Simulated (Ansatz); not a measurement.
The same path of a periodic cell of 17 atoms, GaSi$_{16}$ (host Si, host structure diamond, interstitial Ga) was run twice with different band settings. Lost on the way: Si1–Ga17. Made: Si16–Ga17.

These are results of DFT PBEsol, scalar-relativistic, plane waves, PAW (Ansatz 0.2.0), not measurements. Settings: PAW set soft_1, cutoff 420 eV, k mesh 2x2x2, gaussian smearing 0.05 eV, spin collinear.

Relaxed end points:

```xyz
17
Lattice="0.0000 5.4300 5.4300 5.4300 0.0000 5.4300 5.4300 5.4300 0.0000" Properties=species:S:1:pos:R:3
Si 0.049 0.047 0.047
Si 1.360 1.355 1.356
Si 2.669 2.666 0.047
Si 4.073 4.072 1.385
Si 2.669 0.046 2.667
Si 4.073 1.385 4.072
Si 5.445 2.701 2.701
Si 6.760 4.072 4.072
Si 0.051 2.665 2.665
Si 1.387 4.071 4.071
Si 2.702 5.444 2.700
Si 4.074 6.758 4.071
Si 2.702 2.700 5.444
Si 4.074 4.071 6.758
Si 5.445 5.443 5.444
Si 6.788 6.787 6.787
Ga 9.505 9.500 9.501
```

```xyz
17
Lattice="0.0000 5.4300 5.4300 5.4300 0.0000 5.4300 5.4300 5.4300 0.0000" Properties=species:S:1:pos:R:3
Si 0.000 0.000 0.000
Si 1.343 1.343 1.343
Si 2.715 2.715 0.028
Si 4.087 4.087 1.343
Si 2.715 0.028 2.715
Si 4.087 1.343 4.087
Si 5.402 2.715 2.715
Si 6.740 4.120 4.120
Si 0.028 2.715 2.715
Si 1.343 4.087 4.087
Si 2.715 5.402 2.715
Si 4.121 6.739 4.121
Si 2.715 2.715 5.402
Si 4.121 4.121 6.739
Si 5.431 5.430 5.430
Si 6.740 6.740 6.740
Ga 8.146 8.145 8.145
```

Common settings: spring 5.0 eV/Å²; optimiser quadratic models (default); force threshold 0.05 eV/Å; end points relaxed.

| run | movable images | climbing image | start path | iteration limit |
| --- | --- | --- | --- | --- |
| 1 | 5 | yes | IDPP | 24 |
| 2 | 4 | no | default | 40 |

Q: What does each run give, and how far can it be trusted?

A: Run 1: converged after 6 iterations, highest image 0.706 eV above the first end. The order of the stationary point at the top wasn't checked.
Run 2: converged after 4 iterations, highest image 0.533 eV above the first end. No image climbed, so the highest image needn't sit at the top of the path.
Limits of this set-up: coarse k mesh, PAW files made for another functional, a small cell, in which the defect meets its images.
